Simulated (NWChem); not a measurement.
System: MoH₂F₄; SMILES [F][MoH2]([F])([F])[F]

Input file for NWChem:

```
start job
memory heap 200 mb stack 900 mb global 1100 mb
geometry units angstroms noautosym
  Mo     0.000000     0.000000     0.088665
  F     -1.833917     0.021672    -0.356343
  F     -0.015536     1.745034    -0.346169
  F      1.833917    -0.021672    -0.356343
  F      0.015536    -1.745034    -0.346169
  H     -0.793646    -0.300000     1.531040
  H      0.793646     0.300000     1.531040
end
basis spherical
  * library def2-svp
end
ecp
  Mo library def2-ecp
end
dft
  xc pbe0
  grid fine
  iterations 150
end
driver
  maxiter 120
  tight
end
task dft optimize
dft
  grid fine
  convergence energy 1d-8 density 1d-7
end
task dft freq numerical
```

def2 effective core potentials on Mo; no spin-orbit coupling.

The level has its own optimisation; frequencies are unscaled.

Q: What results follow from this input? (PBE0/def2-SVP with def2 effective core potentials on Mo.) Quantities: r F–Mo (Å); r H–Mo (Å); highest harmonic frequency (cm⁻¹); lowest (cm⁻¹); zero-point energy (kcal/mol).

A: r F–Mo (Å): 1.840
r H–Mo (Å): 1.645
highest harmonic frequency (cm⁻¹): 2123
lowest (cm⁻¹): 115
zero-point energy (kcal/mol): 16.0
